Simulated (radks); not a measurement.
The chromium ion Cr3+, 21 electrons, occupied as [Ar] 3d2 5f1 (not the ground configuration).

Calculated with a radial shooting solver on a logarithmic mesh with Libxc functionals: Dirac Kohn-Sham, PBE, spin-unpolarised, spherical densities, finite nucleus; open shells fill j = l - 1/2 first; Fermi nuclear charge, rms radius 3.6452 fm.

Energy parts (hartree):
part                       energy
total                 -1047.13594
kinetic                1059.60609
electron-nucleus      -2459.34283
Hartree                 399.58160
exchange-correlation    -46.98080

Orbitals (lengths in bohr, moments of r in powers of bohr; r(90%) holds 90 % of the orbital's charge):
| orbital | occ. | eigenvalue (hartree) | r(90%) | <r> |
|---|---|---|---|---|
| 1s1/2 | 2 | -218.1573 | 0.114 | 0.06356 |
| 2s1/2 | 2 | -26.65451 | 0.455 | 0.2929 |
| 2p1/2 | 2 | -22.94975 | 0.424 | 0.2579 |
| 2p3/2 | 4 | -22.63229 | 0.428 | 0.2608 |
| 3s1/2 | 2 | -4.70563 | 1.30 | 0.8755 |
| 3p1/2 | 2 | -3.65633 | 1.39 | 0.9125 |
| 3p3/2 | 4 | -3.61518 | 1.40 | 0.9198 |
| 3d3/2 | 2 | -1.96207 | 1.67 | 1.023 |
| 3d5/2 | 0 | -1.95743 | 1.68 | 1.025 |
| 5f5/2 | 1 | -0.29517 | 10.5 | 7.387 |
| 5f7/2 | 0 | -0.29516 | 10.5 | 7.388 |

The highest occupied level is 5f5/2 at -8.032 eV. The configuration is held as typed, so some empty levels lie below it. The electron density at the nucleus is 1.144e+04 e/bohr^3. Summed over all electrons, <r^2> = 73.26 bohr^2, which gives a Langevin (diamagnetic) susceptibility term of -58 x 10^-6 cm^3/mol. The density falls to 0.001 e/bohr^3 at r = 2.98 bohr.
